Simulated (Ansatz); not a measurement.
Ansatz (a program for electronic structure) input (BLYP/def2-TZVPD):

Ansatz 0.2 input:
```yaml
crystal:
  periodic: [false, false, false]
  atoms:
    - {symbol: Si, position_ang: [-1.16715415, 0.12281588, 0.09724133]}
    - {symbol: P, position_ang: [1.13297119, -0.10870010, -0.15156653]}
    - {symbol: H, position_ang: [-1.67203921, -0.92587735, -0.79830548]}
    - {symbol: H, position_ang: [-1.37508261, 1.51277752, -0.32868322]}
    - {symbol: H, position_ang: [-1.32102149, -0.13675264, 1.54089242]}
    - {symbol: H, position_ang: [1.72453250, -1.36738446, 0.04752699]}
    - {symbol: H, position_ang: [1.98920092, 0.82831611, 0.45068846]}
basis:
  gaussian:
    orbitals: def2-TZVPD
hamiltonian:
  xc: {name: BLYP}
total_charge: 1
magnetization: {spin_polarized: true, initial_magnetization: 1}
output: {forces: true}
```

End of the output:

```
integrals: 0.04 GiB planned
805 factors; their error is unknown
mean field: 0.46 GiB planned
mean field evaluation 1: about -17237.0125 eV, gradient 1.6e1 eV
mean field evaluation 2: about -17237.8960 eV, gradient 1.3e1 eV
mean field evaluation 4: about -17239.0018 eV, gradient 6.1e-1 eV
mean field evaluation 8: about -17238.9822 eV, gradient 1.1e-1 eV
mean field evaluation 16: about -17238.9823 eV, gradient 3.2e-5 eV
mean field -17238.98229198 eV, -633.5209142283 hartree, gradient 3.2e-5 eV, S^2 0.753456; 0 other end points of the search recorded, 0 dependent functions left out
the calculation of the forces begins
reference -17238.98262554 eV, -633.5209264864 hartree; 17, 16 occupied and 114, 115 virtual orbitals, 805 factors
Total energy: -17238.98262554 eV, -633.5209264864 hartree
Atom 0 at    -1.167154     0.122816     0.097241 Å, force     0.000230     0.011962    -0.061196 eV/Å
Atom 1 at     1.132971    -0.108700    -0.151567 Å, force    -0.101400     0.035651    -0.127360 eV/Å
Atom 2 at    -1.672039    -0.925877    -0.798305 Å, force    -0.073630    -0.112926    -0.086989 eV/Å
Atom 3 at    -1.375083     1.512778    -0.328683 Å, force    -0.041381     0.150431    -0.036726 eV/Å
Atom 4 at    -1.321021    -0.136753     1.540892 Å, force    -0.026130    -0.032895     0.187278 eV/Å
Atom 5 at     1.724533    -1.367384     0.047527 Å, force     0.102604    -0.180053     0.033885 eV/Å
Atom 6 at     1.989201     0.828316     0.450688 Å, force     0.139708     0.127831     0.091108 eV/Å
Dipole moment:     0.243763    -0.038090     0.046825 e Å
```
